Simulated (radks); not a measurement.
Valence configurations of Xe IV (all share [Kr]). Method: scalar-relativistic Kohn-Sham, LDA (Slater exchange, Perdew-Wang correlation), spin-polarised, spherical densities, finite nucleus; open shells are filled with parallel spins first (spin-orbit coupling, left out, can overturn this in heavy ions); Fermi nuclear charge, rms radius 4.7859 fm; computed with a radial shooting solver on a logarithmic mesh with Libxc functionals. Energies are relative to 4d10 5s2 5p3; eigenvalues in eV for spin up.

valence           E (eV)  moment (Bohr magnetons)    e(4d)    e(5p)    e(5s)
4d10 5s2 5p3       0.000                        3  -93.092  -38.148  -51.493
4d10 5s1.5 5p3.5   6.708                        3  -93.762  -38.465  -51.896
4d10 5s1 5p4      13.428                        3  -94.428  -38.779  -52.296
4d10 5s0.5 5p4.5  21.167                        2  -95.016  -38.800  -52.367
4d10 5p5          28.535                        1  -95.567  -38.778        -
4d9.5 5s2 5p3.5   28.964                        3  -97.072  -39.036  -52.735
4d9.5 5s1 5p4.5   42.677                        3  -98.379  -39.648  -53.515
4d9 5s2 5p4       59.087                        3  -101.05  -39.903  -53.950
4d8.5 5s2 5p4.5   90.389                        3  -105.01  -40.754  -55.144
4d8 5s2 5p5       122.88                        3  -108.98  -41.594  -56.319

NIST lists [Kr] 4d10 5s2 5p3 as the ground configuration; this level of theory agrees among the configurations tried. The energies are those of spherical high-spin densities, not of single terms.
